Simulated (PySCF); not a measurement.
# Radial density of Pd (palladium, neutral)

MN15, [Kr] 4d10, closed-shell 1S. Computed with PySCF 2.14 in cc-pVDZ-PP with ECP28MDF (4s4p3d1f, 38 functions), with scalar relativity through the core potential. This is the valence pseudo-density: the core potential removes the inner electrons and smooths the orbitals near the nucleus.

```csv
r (bohr),4πr²ρ (e/bohr)
0.0187,1.363e-05
0.0314,3.448e-05
0.0528,8.218e-05
0.0888,0.0003153
0.149,0.003307
0.251,0.05488
0.423,1.296
0.711,12.28
1.20,13.72
2.01,3.496
3.38,0.5055
5.69,0.01597
```

Energies and moments cover only the electrons outside the core potential.
